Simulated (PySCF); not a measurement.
PBE on Cl⁻ (chlorine, charge -1), [Ar], closed-shell 1S. Computed with PySCF 2.14 in aug-cc-pV(T+d)Z (6s5p4d2f, 55 functions), with the non-relativistic Hamiltonian (point nucleus).

```
cycle= 1 E= -460.100521911499  delta_E= -0.00741  |g|= 0.0219  |ddm|= 0.243
cycle= 2 E= -460.100529479664  delta_E= -7.57e-06  |g|= 0.0108  |ddm|= 0.0261
cycle= 3 E= -460.100539117282  delta_E= -9.64e-06  |g|= 0.00826  |ddm|= 0.0234
cycle= 4 E= -460.100579389316  delta_E= -4.03e-05  |g|= 0.00038  |ddm|= 0.0123
cycle= 5 E= -460.100579494805  delta_E= -1.05e-07  |g|= 1.1e-06  |ddm|= 0.000672
cycle= 6 E= -460.100579494804  delta_E= 3.41e-13  |g|= 1.37e-08  |ddm|= 1.04e-06
converged SCF energy = -460.100579494804  <S^2> = -1.2434498e-14  2S+1 = 1
```

Highest occupied orbital energy: 0.253 eV; ⟨L²⟩ = 0.00; populations by l: s 6.00, p 12.00, d 0.00, f 0.00.

Can this result be used?

With care. Self-consistency was reached. At PBE the highest occupied level has a positive energy, so only the finite basis holds that electron; in a semilocal or global hybrid functional this comes from self-interaction and does not mean that the real anion is unbound.
